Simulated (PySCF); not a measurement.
# One reaction down a group: Al, Ga, In

The same gas-phase reaction for Al, Ga, In:
- Br₂ + 3 AlCl → 2 AlBr + AlCl₃
- Br₂ + 3 GaCl → 2 GaBr + GaCl₃
- Br₂ + 3 InCl → 2 InBr + InCl₃

Method: PySCF energies plus ideal-gas RRHO corrections (1 bar). † marks an energy on the PBE0/def2-TZVP geometry and frequencies; other levels use their own. MP2 freezes the core. All species are closed-shell singlets. In: scalar-relativistic def2 core potential, no spin-orbit coupling. Br, Ga: all electrons, no relativistic terms. MP2 isn't extrapolated to the basis-set limit. The harmonic model lacks anharmonicity and excited electronic states, which grow with temperature; levels with a mode under 35 cm⁻¹ are left out. Soft modes under 120 cm⁻¹ make the harmonic entropy rough for InCl₃.

ΔH°(298 K) in kJ, by level:

```
level                   Al      Ga      In
------------------  ------  ------  ------
ωB97M-V/def2-TZVP†  -446.6  -311.1  -253.0
ωB97X-V/def2-TZVP†  -463.5  -328.2  -262.4
BLYP/def2-TZVP†     -398.0  -248.1  -182.4
r2SCAN/def2-TZVP†   -480.5  -334.0  -257.1
PBE0/def2-TZVP      -451.3  -316.8  -245.1
LDA/def2-TZVP†      -451.6  -324.2  -247.2
MP2/def2-TZVPP†     -486.9  -361.9  -264.6
```

At ωB97M-V/def2-TZVP†, ΔH° rises from Al to In, over a range of 193.6 kJ; the steps are +135.5, +58.1 kJ. 7 of the 7 levels shown give the same order. The levels scatter most for Ga (113.8 kJ between the highest and the lowest) and least for In (82.2 kJ). ΔS°(298 K) runs from -136.3 to -129.5 J/K, so TΔS° at 298 K spreads over 2.0 kJ among the members, against 193.6 kJ for ΔH°.

Free energies at ωB97M-V/def2-TZVP†:

```csv
member,"ΔS°(298 K), J/K","ΔG°(298 K), kJ","ΔG°(1600 K), kJ",ΔG° changes sign
Al,-136.0,-406,-237,none from 298 to 2500 K
Ga,-136.3,-270,-103,2000 to 2500 K
In,-129.5,-214,-56,2000 to 2500 K
```

The NASA 1993 table, where it holds all species, gives ΔH°(298 K) = -429 kJ for Al; its entries are part measured, part old estimates, and weren't checked at source. After a fit of one offset per element over all species, the range-separated, M06-2X, PBE0/def2-QZVP and CCSD(T)/def2-TZVPP enthalpies, where run, lie to one side of the table for AlCl (-22 kJ/mol), AlBr (-34 kJ/mol): a fault of the table's entry, another state or a shared error of the levels is possible; this was not checked at source.
